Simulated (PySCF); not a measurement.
Dipole moment and polarisability of meta-tolunitrile

Compound: meta-tolunitrile, C8H7N.
Atom-mapped SMILES: `[CH3:1][c:2]1[cH:3][cH:4][cH:5][c:6]([C:7]#[N:8])[cH:9]1` (hydrogens: H10, H11, H12 on C1; H13 on C3; H14 on C4; H15 on C5; H16 on C9)

Cartesian coordinates in Å at the GFN2-xTB level; atoms count from 1:
```
atom  x, y, z in Å
C1    -2.302   -0.685   -0.070
C2    -0.914   -0.126   -0.039
C3    -0.695    1.238   -0.214
C4     0.587    1.762   -0.202
C5     1.678    0.936   -0.010
C6     1.471   -0.432    0.166
C7     2.575   -1.292    0.363
N8     3.471   -1.990    0.522
C9     0.179   -0.958    0.149
H10   -2.341   -1.659    0.410
H11   -2.998   -0.015    0.429
H12   -2.631   -0.801   -1.103
H13   -1.541    1.894   -0.359
H14    0.735    2.823   -0.342
H15    2.682    1.333    0.006
H16    0.038   -2.021    0.284
```

Level: B3LYP/def2-SVPD (PySCF), static field, nuclei fixed, core orbitals frozen in the response. The polarisability tensor in these axes (au):

```
x   127.32 -12.20   6.96
y   -12.20 106.09  -7.49
z     6.96  -7.49  58.72
```

**Question.** Diagonalise the tensor; give its mean and Δα, where Δα² is half the sum of the squared differences of the eigenvalues.

**Answer.** Principal values 57.19, 100.88 and 134.07 au; mean 97.38 au = 14.43 Å³ = 16.06 × 10⁻⁴⁰ C²·m²/J; Δα = 66.79 au (69 % of the mean).

**Question.** What is the dipole moment, and where does it point?

**Answer.** (-4.16, 2.68, -0.70) D, 5.00 D in size, pointing from the negative to the positive side. Measured along this direction, the outermost atoms are N8 at the negative end and H11 and H13 at the positive end.

**Question.** Refractivity n − 1 of an ideal gas of it at 500 K and 1 atm, from the electronic α?

**Answer.** N = p/kT = 1.4678 × 10¹⁹ cm⁻³, so n − 1 = 2π × N × 14.43 × 10⁻²⁴ cm³ = 1331 × 10⁻⁶ at long wavelengths, for an ideal gas.

**Question.** Rayleigh depolarisation ratio (linearly polarised light, static tensor)?

**Answer.** ρ = 3Δα²/(45ᾱ² + 4Δα²) = 13382.6/(426717 + 17843.5) = 0.0301.

**Question.** How large is μ²/3kT at 298 K beside α?

**Answer.** In Gaussian units μ²/3kT = 202.18 Å³ against 14.43 Å³, a ratio of 14.01; the Debye molar polarisation (4π/3)N_A(α + μ²/3kT) is 546.4 cm³/mol, leaving out the vibrational part.

**Question.** Along which axes do the principal values lie, and how far do the nuclei extend along each?

**Answer.** Largest value along (0.90, -0.42, 0.13), where the nuclei span 6.65 Å; middle along (0.44, 0.90, -0.09), 5.42 Å; least along (-0.07, 0.13, 0.99), 1.65 Å. The response follows the extents in order.

**Question.** Find the Langevin capture rate constant for NO+ (29.998 u) meeting this molecule (117.058 u), k = 2.342 × 10⁻⁹ cm³/s × √(α in Å³ / reduced mass in u).

**Answer.** The reduced mass is 23.88 u, so k = 1.82 × 10⁻⁹ cm³/s. The formula leaves out the permanent dipole, which adds to the capture rate.

Geometry: GFN2-xTB; no solvent, vibrations or thermal averaging.
